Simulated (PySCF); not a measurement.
## Electron correlation in Mg (magnesium, neutral)

[Ne] 3s2, closed-shell 1S. Computed with PySCF 2.14 in aug-cc-pVDZ (5s4p2d, 27 functions), with the non-relativistic Hamiltonian (point nucleus). Frozen: [Ne]; 2 electrons correlated.

With two correlated electrons CCSD is exact within the correlated space (frozen core and kept virtual orbitals).

| level | correlation energy (mhartree) |
| --- | --- |
| CCSD | -32.95 |

Diagnostics: T1 = 0.015, D1 = 0.0214, largest double amplitude 0.090.

Cost of the coupled-cluster step: roughly 0.08 core-seconds, for 2 correlated electrons.

Iterations:

```
CC2 = 0
CCSD nocc = 1, nmo = 22
frozen orbitals [0, 1, 2, 3, 4]
max_cycle = 100
direct = 0
conv_tol = 1e-08
conv_tol_normt = 1e-06
diis_space = 8
diis_start_cycle = 0
Init t2, MP2 energy = -199.630030041453  E_corr(MP2) -0.0216914821321924
Init E_corr(CCSD) = -0.0216914821448568
cycle = 1  E_corr(CCSD) = -0.0280911004662298  dE = -0.00639961832  norm(t1,t2) = 0.051364
cycle = 2  E_corr(CCSD) = -0.0305499844083412  dE = -0.00245888394  norm(t1,t2) = 0.0252042
cycle = 3  E_corr(CCSD) = -0.0329454619403271  dE = -0.00239547753  norm(t1,t2) = 0.0134175
cycle = 4  E_corr(CCSD) = -0.0329428173905439  dE = 2.64454978e-06  norm(t1,t2) = 0.00112706
cycle = 5  E_corr(CCSD) = -0.0329568987682827  dE = -1.40813777e-05  norm(t1,t2) = 0.000134903
cycle = 6  E_corr(CCSD) = -0.0329507872438424  dE = 6.11152444e-06  norm(t1,t2) = 3.38857e-05
cycle = 7  E_corr(CCSD) = -0.0329520616554174  dE = -1.27441157e-06  norm(t1,t2) = 7.68545e-06
cycle = 8  E_corr(CCSD) = -0.0329519591572279  dE = 1.02498189e-07  norm(t1,t2) = 1.66507e-06
cycle = 9  E_corr(CCSD) = -0.0329518876299232  dE = 7.15273047e-08  norm(t1,t2) = 4.93157e-07
cycle = 10  E_corr(CCSD) = -0.0329518783162282  dE = 9.313695e-09  norm(t1,t2) = 7.54899e-08
CCSD converged
E(CCSD) = -199.6412904376368  E_corr = -0.03295187831622817
```
